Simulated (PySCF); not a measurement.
Molecule: `P(B)BOC`, CH7B2OP.

Bonds (- single, = double, # triple, : aromatic): B1-P2, P2-B3, B3-O4, O4-C5. B1 carries H6, H7; P2 carries H8; B3 carries H9; C5 carries H10, H11, H12.

Frames of a GFN2-xTB Langevin trajectory at 300 K; GIAO PBE0/pcSseg-1 shieldings in PySCF 2.14.0 with density-fitted response routines, gas phase, non-relativistic; equivalent atoms averaged within each frame.

Referencing at the same level of theory: 11B (100.07 ppm) vs BF3·OEt2; 31P (318.38 ppm) against H3PO4; H2O for 17O (336.08 ppm); 13C (186.93 ppm), 1H (31.72 ppm) against TMS. The references are static minima.

How do the shifts (ppm) fluctuate along the trajectory?

## Answers


```tsv
time (fs)	B1	B3	P2	O4	C5	H6/H7	H9	H10/H11/H12	H8
optimised geometry	75.5	47.1	-53.1	184.5	64.4	8.11	5.98	4.28	4.22
250	68.9	47.0	-66.4	206.9	58.5	7.69	5.40	4.16	3.76
425	68.1	49.3	-60.6	169.2	55.7	7.68	6.23	4.08	5.69
625	65.3	43.1	-44.4	176.0	57.9	7.76	6.00	4.40	5.83
800	71.6	44.9	-58.1	186.2	65.5	8.00	5.73	4.22	4.69
1000	78.2	48.3	-38.6	208.4	68.0	8.31	6.69	4.59	5.43
mean of frames	70.4	46.5	-53.6	189.3	61.1	7.89	6.01	4.29	5.08
standard deviation	4.9	2.5	11.7	17.8	5.3	0.27	0.49	0.20	0.86
```

5 frames give an uncertainty of the mean of about the standard deviation over 2.2 at best, since frames this close in time may not be independent; classical motion lacks zero-point vibration, and the reference would need the same averaging.
